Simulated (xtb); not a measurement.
Cl$_{4}$OW, charge -1, doublet, from a rough starting geometry (GFN-xTB shapes and energies of metal compounds can be far from the true ones) (the multiplicity is a formal guess); GFN2-xTB (xtb 6.7.1).

The xtb input:
```
$ xtb mol.xyz --gfn 2 --chrg -1 --uhf 1 --opt vtight --json

# file mol.xyz
6

W      0.12911377    -0.06549801    -0.05463317
O      1.51689567    -0.50073616    -0.85044628
Cl     0.42518463    -0.51648060     2.07004319
Cl    -1.24106641     0.79048838    -1.68542864
Cl    -1.15495381    -1.83368407    -0.06738846
Cl     0.33252089     2.13307446     0.52478933
```

Output, abridged:

```
   ID    Z sym.   atoms
    1   74 W      1
    2    8 O      2
    3   17 Cl     3-6

           -------------------------------------------------
          |                Calculation Setup                |
           -------------------------------------------------

           -------------------------------------------------
          |                 G F N 2 - x T B                 |
           -------------------------------------------------

          ...................................................
          :                      SETUP                      :
          :.................................................:
          :  # basis functions                  54          :
          :  # atomic orbitals                  49          :
          :  # shells                           17          :
          :  # electrons                        41          :
          :  max. iterations                   250          :
          :  Hamiltonian                  GFN2-xTB          :
          :  restarted?                      false          :
          :  GBSA solvation                  false          :
          :  PC potential                    false          :
          :  electronic temp.          300.0000000     K    :
          :  accuracy                    1.0000000          :
          :  -> integral cutoff          0.2500000E+02      :
          :  -> integral neglect         0.1000000E-07      :
          :  -> SCF convergence          0.1000000E-05 Eh   :
          :  -> wf. convergence          0.1000000E-03 e    :
          :  Broyden damping             0.4000000          :
          :  net charge                         -1          :
          :  unpaired electrons                  1          :
          ...................................................

 iter      E             dE          RMSdq      gap      omega  full diag
   1    -21.0583874 -0.210584E+02  0.226E+01    2.70       0.0  T
   2    -20.2869761  0.771411E+00  0.343E+01    1.89       1.0  T
   3    -23.7153113 -0.342834E+01  0.190E+01    1.48       1.0  T
   4    -25.1316857 -0.141637E+01  0.120E+01    1.21       1.0  T
   5    -24.8495644  0.282121E+00  0.137E+01    1.60       1.0  T
   6    -23.9961842  0.853380E+00  0.257E+01    2.33       1.0  T
   7    -24.7266255 -0.730441E+00  0.158E+01    2.16       1.0  T
   8    -25.0806870 -0.354062E+00  0.105E+01    2.22       1.0  T
   9    -25.0838009 -0.311382E-02  0.995E+00    2.04       1.0  T
  10    -25.2009098 -0.117109E+00  0.494E+00    1.62       1.0  T
  11    -25.2527323 -0.518225E-01  0.157E+00    1.71       1.0  T
  12    -25.2538753 -0.114294E-02  0.145E+00    1.72       1.0  T
  13    -25.2537750  0.100217E-03  0.144E+00    1.73       1.0  T
  14    -25.2539419 -0.166897E-03  0.141E+00    1.81       1.0  T
  15    -25.2549078 -0.965834E-03  0.127E+00    1.83       1.0  T
  16    -25.2581490 -0.324123E-02  0.188E-01    1.85       1.0  T
  17    -25.2581315  0.174701E-04  0.162E-01    1.85       1.0  T
  18    -25.2581817 -0.501217E-04  0.749E-02    1.85       1.0  T
  19    -25.2581953 -0.136675E-04  0.219E-02    1.85       1.9  T
  20    -25.2581960 -0.695957E-06  0.817E-03    1.85       5.0  T
  21    -25.2581961 -0.852760E-07  0.551E-03    1.85       7.4  T
  22    -25.2581961 -0.137336E-07  0.354E-03    1.85      11.5  T
  23    -25.2581961 -0.583161E-08  0.348E-03    1.85      11.7  T
  24    -25.2581961 -0.194447E-07  0.137E-03    1.85      29.7  T
  25    -25.2581961 -0.312326E-08  0.598E-04    1.85      68.3  T
  26    -25.2581961 -0.684125E-09  0.369E-05    1.85    1104.9  T

   *** convergence criteria satisfied after 26 iterations ***

         :::::::::::::::::::::::::::::::::::::::::::::::::::::
         ::                     SUMMARY                     ::
         :::::::::::::::::::::::::::::::::::::::::::::::::::::
         :: total energy             -25.214897349488 Eh    ::
         :: gradient norm              0.069688260017 Eh/a0 ::
[...]
 * total energy  :   -25.2148973 Eh     change        0.9901413E-11 Eh
 * total energy  :   -25.2263724 Eh     change       -0.1147503E-01 Eh
 * total energy  :   -25.2269018 Eh     change       -0.5294118E-03 Eh
 * total energy  :   -25.2268747 Eh     change        0.2705516E-04 Eh
 * total energy  :   -25.2270437 Eh     change       -0.1689818E-03 Eh
 * total energy  :   -25.2269171 Eh     change        0.1266563E-03 Eh
 * total energy  :   -25.2270395 Eh     change       -0.1224014E-03 Eh
 * total energy  :   -25.2270503 Eh     change       -0.1078911E-04 Eh
 * total energy  :   -25.2270517 Eh     change       -0.1436629E-05 Eh
 * total energy  :   -25.2270475 Eh     change        0.4147715E-05 Eh
 * total energy  :   -25.2270548 Eh     change       -0.7303805E-05 Eh
 * total energy  :   -25.2270549 Eh     change       -0.3782337E-07 Eh
   *** GEOMETRY OPTIMIZATION CONVERGED AFTER 12 ITERATIONS ***
         :: total energy             -25.227054884533 Eh    ::
[...]
        13        2.0000           -0.3214500              -8.7471
        14        2.0000           -0.3144290              -8.5560
        15        2.0000           -0.3044814              -8.2854
        16        2.0000           -0.3038199              -8.2674
        17        2.0000           -0.2990159              -8.1366
        18        2.0000           -0.2952228              -8.0334
        19        2.0000           -0.2951621              -8.0318
        20        2.0000           -0.2909427              -7.9170
        21        1.0000           -0.2024778              -5.5097 (HOMO)
        22                         -0.1340180              -3.6468 (LUMO)
        23                         -0.1328369              -3.6147
        24                         -0.1180085              -3.2112
        25                         -0.0596548              -1.6233
        26                          0.1527306               4.1560
        27                          0.1643749               4.4729
        28                          0.1647703               4.4836
        29                          0.1647887               4.4841
        30                          0.1648855               4.4868
        31                          0.1650115               4.4902
        32                          0.1652226               4.4959
       ...                                ...                  ...
        49                          1.2299240              33.4679
      -------------------------------------------------------------
                  HL-Gap            0.0684598 Eh            1.8629 eV
             Fermi-level           -0.2074791 Eh           -5.6458 eV

     #   Z          covCN         q      C6AA      α(0)
     1  74 W        4.255     0.767   428.639    45.663
     2   8 O        0.830    -0.442    22.546     6.366
     3  17 Cl       0.904    -0.333   109.852    16.035
     4  17 Cl       0.904    -0.333   109.851    16.034
     5  17 Cl       0.904    -0.330   109.739    16.026
     6  17 Cl       0.904    -0.330   109.739    16.026

 Mol. C6AA /au·bohr⁶  :       4463.797115
 Mol. C8AA /au·bohr⁸  :     302342.663301
 Mol. α(0) /au        :        116.149609

Wiberg/Mayer (AO) data.
largest (>0.10) Wiberg bond orders for each atom

 ---------------------------------------------------------------------------
     #   Z sym  total        # sym  WBO       # sym  WBO       # sym  WBO
 ---------------------------------------------------------------------------
     1  74 W    6.191 --     2 O    2.224     6 Cl   0.994     5 Cl   0.994
                             4 Cl   0.989     3 Cl   0.989
     2   8 O    2.462 --     1 W    2.224
     3  17 Cl   1.165 --     1 W    0.989
     4  17 Cl   1.165 --     1 W    0.989
     5  17 Cl   1.171 --     1 W    0.994
     6  17 Cl   1.171 --     1 W    0.994
 ---------------------------------------------------------------------------

Topologies differ in total number of bonds
Writing topology from bond orders to xtbtopo.mol

molecular dipole:
                 x           y           z       tot (Debye)
 q only:        0.057      -0.021      -0.013
   full:        0.127      -0.042      -0.051       0.365
molecular quadrupole (traceless):
                xx          xy          yy          xz          yz          zz
 q only:        2.670      -1.458      -1.718      -2.783       0.906      -0.952
  q+dip:        5.445      -3.024      -3.589      -5.641       1.803      -1.855
   full:        5.379      -2.987      -3.546      -5.572       1.781      -1.833

optimized geometry written to: xtbopt.xyz

           -------------------------------------------------
          | TOTAL ENERGY              -25.227054884533 Eh   |
          | GRADIENT NORM               0.000020392200 Eh/α |
          | HOMO-LUMO GAP               1.862885096705 eV   |
           -------------------------------------------------

normal termination of xtb
```
